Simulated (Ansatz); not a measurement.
C2H9BOSi, SMILES `BOC(C)[SiH3]` at its PBE0-D4/def2-TZVP geometry, where that method's forces vanish. Total charge 0; spin multiplicity 1.

```csv
atom,x (Å),y (Å),z (Å)
B1,0.826,-1.091,1.870
O2,-0.124,-0.555,1.091
C3,0.184,0.203,-0.084
C4,-0.381,1.601,0.066
Si5,-0.528,-0.731,-1.577
H6,1.989,-0.934,1.600
H7,0.458,-1.714,2.822
H8,1.276,0.257,-0.192
H9,-1.463,1.571,0.208
H10,-0.167,2.196,-0.825
H11,0.062,2.106,0.929
H12,0.050,-2.098,-1.630
H13,-0.176,0.004,-2.823
H14,-2.006,-0.814,-1.455
```

Question: For each bond, give half the difference of the two atoms' forces along it (eV/Å; positive pushes the atoms apart) under PBE-D4, r2SCAN-D4, B3LYP-D4, ωB97M-V in def2-TZVPP. (Estimate.)

Answer: Ansatz gave: 
| bond | length (Å) | PBE-D4 | r2SCAN-D4 | B3LYP-D4 | ωB97M-V |
| --- | --- | --- | --- | --- | --- |
| B1–O2 | 1.340 | 0.28 | 0.11 | 0.04 | 0.14 |
| B1–H6 | 1.204 | -0.03 | -0.07 | -0.09 | -0.12 |
| B1–H7 | 1.196 | -0.03 | -0.08 | -0.15 | -0.16 |
| O2–C3 | 1.432 | 0.29 | 0.32 | 0.29 | 0.22 |
| C3–C4 | 1.514 | -0.03 | 0.06 | 0.13 | 0.16 |
| C3–Si5 | 1.900 | -0.02 | -0.05 | 0.01 | -0.05 |
| C3–H8 | 1.098 | 0.08 | -0.07 | -0.14 | -0.14 |
| C4–H9 | 1.092 | 0.10 | -0.04 | -0.06 | -0.07 |
| C4–H10 | 1.093 | 0.09 | -0.03 | -0.07 | -0.07 |
| C4–H11 | 1.093 | 0.11 | -0.03 | -0.07 | -0.09 |
| Si5–H12 | 1.486 | 0.06 | -0.03 | -0.08 | -0.10 |
| Si5–H13 | 1.488 | 0.06 | -0.03 | -0.07 | -0.10 |
| Si5–H14 | 1.486 | 0.07 | -0.03 | -0.07 | -0.10 |

B3LYP here is the variant with VWN-RPA as its local correlation; programs differ in this.
